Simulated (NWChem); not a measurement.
# C2H3ClOSi; SMILES C#C[Si@@H](O)Cl

```xyz
8

C      0.7812     2.6080    -0.2325
C      0.2994     1.5214     0.0284
Si    -0.4509    -0.0966     0.4340
O     -1.8573    -0.3205    -0.3959
Cl     0.9405    -1.5430    -0.0551
H      1.2117     3.5675    -0.4614
H     -0.7794    -0.2095     1.8685
H     -1.8438    -0.1579    -1.3444
```
Atoms are numbered in this order, from 1.

Level: PBE0/def2-SVP (NWChem), optimised geometry, unscaled harmonic frequencies. 

```tsv
frequency (cm⁻¹)	IR intensity (km/mol)
117	3.1
155	4.5
215	26.8
283	76.7
355	36.1
386	68.4
548	83.4
652	110.7
750	26.4
760	26.6
782	78.5
821	202.6
876	268.8
939	98.8
2170	60.4
2330	84.7
3472	52.3
3927	123.5
```

The zero-point energy is 27.9 kcal/mol. The thermal correction to the enthalpy at 298.15 K (with zero-point energy) is 32.6 kcal/mol and the heat capacity Cv is 22.2 cal/(mol K). The entropy at 298.15 K and 1 atm (symmetry number 1) is 80.8 cal/(mol K) and the dipole moment is 2.22 D.

Rigid rotor and harmonic oscillator.
